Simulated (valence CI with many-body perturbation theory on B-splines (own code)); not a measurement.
Values are calculated unless marked as measured or tabulated.
# Sensitivity of CI+MBPT for W⁵¹⁺

Method: relativistic CI+MBPT: five valence electrons over a frozen Dirac-Fock core [Ar], radial functions for each j: 6 s, 6 p, 5 d, 5 f, 1 g, with the one-electron correlation potential Σ1, the two-electron term Σ2, the three-electron term Σ3, Breit, model QED; selected CI, second order for the rest, scaled by the run's own slope (own B-spline code, finite nucleus).

The last digits are not significant, and no measured levels were compared; by estimate large intervals hold to a few tenths of a per cent, small ones and those within an open d or f shell to about a per cent. Among the levels kept, up to 420 cm⁻¹ of a level comes from second order outside the variational space, and about a tenth of that is noise between levels of different J, which matters for small intervals. Only levels of the ground parity were solved; by the run's estimate the other parity begins above the list, which can be wrong where configurations are misplaced.

The reference run has the lowest level (3d3/2^4 3d5/2) J=5/2 and an ionisation energy of 4706.12 eV. Its largest variational space holds 9998 state functions.

Levels are named by their leading jj configuration (3d3/2^4 stands for four electrons in 3d with j = 3/2), which in mixed levels can hold well under half, so a name can repeat and another be missing. Letters in brackets count levels of one name in rising energy.

Changed runs:
A. highest l with Σ1, explicit Σ2 and valence Breit (higher l get mean screening factors) 3 → 0
B. size limit of the variational space 10000 → 1500; orbitals per symmetry with explicit Σ2 and valence Breit (the others get mean screening factors) 5 → 7
C. logarithmic knot step 0.27 → 0.33; cutoff of virtual states (hartree) 10952 → 5220
D. scale of Σ2 1 → 3 (bad on purpose)

Excitation energies of the reference run in cm⁻¹, and shifts in cm⁻¹:

| Level | Reference | A | B | C | D |
| --- | --- | --- | --- | --- | --- |
| (3d3/2^3 3d5/2^2) J=5/2 [a] | 470819 | -9001 | -119 | -10 | +11826 |
| (3d3/2^3 3d5/2^2) J=7/2 [a] | 565105 | -1185 | +144 | -10 | +7948 |
| (3d3/2^3 3d5/2^2) J=11/2 | 575494 | +7349 | +183 | -10 | +14877 |
| (3d3/2^3 3d5/2^2) J=3/2 [a] | 580208 | -6574 | -45 | -10 | +3740 |
| (3d3/2^3 3d5/2^2) J=9/2 | 620455 | +3588 | +140 | -10 | +8159 |
| (3d3/2^3 3d5/2^2) J=5/2 [b] | 650593 | +1822 | +102 | -10 | +539 |
| (3d3/2^3 3d5/2^2) J=1/2 | 679885 | -2415 | -16 | -10 | -2391 |
| (3d3/2^3 3d5/2^2) J=7/2 [b] | 686944 | +2479 | +228 | -10 | +1038 |
| (3d3/2^3 3d5/2^2) J=3/2 [b] | 824172 | -3348 | +122 | -10 | -5353 |
| (3d3/2^2 3d5/2^3) J=5/2 [a] | 1027680 | -14701 | -91 | -20 | +17086 |
| (3d3/2^2 3d5/2^3) J=7/2 [a] | 1097710 | -7233 | +40 | -20 | +14692 |
| (3d3/2^2 3d5/2^3) J=11/2 | 1100990 | -130 | +163 | -20 | +23184 |
| Ionisation energy (eV) | 4706.12 | +0.60 | -0.10 | -0.0048 | +22.02 |
